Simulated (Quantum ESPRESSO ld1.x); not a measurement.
Q: All-electron atom: Fe2+ in [Ne] 3s2 3p5 3d6 4p1 (not the ground configuration). All-electron calculation, scalar-relativistic Kohn-Sham, LDA (Slater exchange, Perdew-Zunger correlation), spin-polarised, spherical densities, point nucleus; open shells are filled with parallel spins first. Program: ld1.x of Quantum ESPRESSO 7.5. Some entries of the table are withheld. Estimate them.

orbital,occ.,eigenvalue (hartree),<1/r> (bohr^-1)
1s up,1,-257.805,25.93
1s down,1,-257.783,25.93
2s up,1,-31.1649,5.545
2s down,1,-31.0644,5.554
2p up,3,-26.7641,5.449
2p down,3,-26.6770,5.458
3s up,1,-4.54174,1.767
3s down,1,-4.31963,1.753
3p up,3,-3.29698,1.635
3p down,2,-3.08098,1.619
3d up,5,-1.32708,1.322
3d down,1,-1.12898,1.285
4s up,0,-0.89761,0.5647
4s down,0,-0.80757,0.5466
4p up,1,-0.65216,0.4785
4p down,0,-0.57557,0.4552
4d up,0,(1),0.3344
4d down,0,(2),0.3020
5p up,0,-0.25299,0.2267
5p down,0,-0.23494,0.2132
4f up,0,-0.16572,0.1882
4f down,0,-0.15228,0.1669

A: 
(1) 4d up eigenvalue (hartree): -0.33965
(2) 4d down eigenvalue (hartree): -0.29466
